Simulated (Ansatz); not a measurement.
Isomers of Ga3As4 (doublet), relaxed with PBE-D4/def2-SVP; total energies from Ansatz at PBE0-D4/def2-SVP.

| isomer | description | energy (Eh) |
| --- | --- | --- |
| A | point group not assigned; 7 × As–Ga 2.55 to 2.77 Å; 4 × As–As 2.47 to 2.59 Å | -14714.58188 |
| B | point group C2v; 10 × As–Ga 2.71 to 2.85 Å; 3 × As–As 2.42 to 2.43 Å | -14714.59159 |

The isomers come from a short search, and lower ones may exist.

**Question.** Work out the relative energies (1 Eh = 2625.5 kJ/mol) and the Boltzmann populations at 500 K from electronic energies alone (R = 8.314 J/mol/K).

**Answer.** ΔE: A 25.5, B 0.0 kJ/mol. RT = 4.16 kJ/mol. Factors exp(−ΔE/RT): A 0.00218, B 1; sum 1.002. Populations: A 0.2 %, B 99.8 %. Zero-point energy, vibrational entropy and symmetry numbers are left out and can shift these; an error of 4 kJ/mol changes a ratio by a factor of 2.6. Over the other density-functional and correlated levels in def2 sets, the gap between B and A ranges from 30 to 33 kJ/mol.
